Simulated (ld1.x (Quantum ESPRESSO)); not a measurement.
P: one change to a TM potential, before and after

phosphorus (P), norm-conserving Troullier–Martins (Kleinman–Bylander form), made with ld1.x (Quantum ESPRESSO) 7.5 (Wu–Cohen, scalar-relativistic). Core [Ne], reference 3s1.75 3p3.25. Waves: 3s (bound): rc 1.40 bohr; 3p (bound): rc 1.25 bohr. Local part: all-electron potential smoothed inside 1.20 bohr (lloc = -1). Core correction: a·sin(br)/r model core, default radius (core density twice the valence density).

All-electron outer shells of the reference configuration (Wu–Cohen, scalar-relativistic, ld1.x):

| shell | level (eV) | outermost node (bohr) | outermost maximum (bohr) |
| --- | --- | --- | --- |
| 2s | -174.08 | 0.14 | 0.42 |
| 2p | -124.87 | – | 0.36 |
| 3s | -14.11 | 0.65 | 1.58 |
| 3p | -5.62 | 0.64 | 1.83 |

Change: wave 3s (bound): rc 1.40 bohr becomes 3s (bound): rc 1.98 bohr.

Cutoffs: the cutoffs (Ry, on a coarse ladder) from which the occupation-weighted sum of valence levels, in a spherical-Bessel basis at the reference potential, stays within 10 and 1 mRy of its value at 400 Ry; they do not see the model core or the augmentation charge, which bear on the density cutoff. Errors are all-electron minus pseudo energies relative to the spin-unpolarised reference configuration.

Problem. What does the change do?

Solution. The potential gets neither clearly harder nor softer (70 Ry and 110 Ry → 70 Ry and 110 Ry); the p channel sets the loose cutoff, while the largest relative change is in s, which becomes softer; of the 7 tests that both files solve, the error grows in 5 and shrinks in 1 by more than 15 % and 0.3 meV (median size 6.5 → 5.2 meV); neither file shows a bound ghost.

| quantity | base | changed |
| --- | --- | --- |
| cutoff, loose | 70 Ry | 70 Ry |
| cutoff, tight | 110 Ry | 110 Ry |
| loose cutoff by channel (10 mRy a level) | s 18 Ry, p 55 Ry | s 12 Ry, p 55 Ry |
| bound ghosts | none | none |
| error for 3s2 3p3, meV [ΔE -2.12 eV] | +0.3 | -0.1 |
| error for 3s2 3p2, meV [ΔE 7.59 eV] | +3.8 | +5.2 |
| error for 3s2 3p1, meV [ΔE 26.73 eV] | +26 | +41 |
| error for 3s1 3p4, meV [ΔE 6.40 eV] | +1.0 | -2.7 |
| error for 3s1 3p0, meV [ΔE 108.48 eV] | +157 | +219 |
| error for 3s0 3p5, meV [ΔE 15.06 eV] | +6.5 | -15 |
| error for 3s1 3p3, meV [ΔE 16.70 eV] | +9.1 | +4.1 |
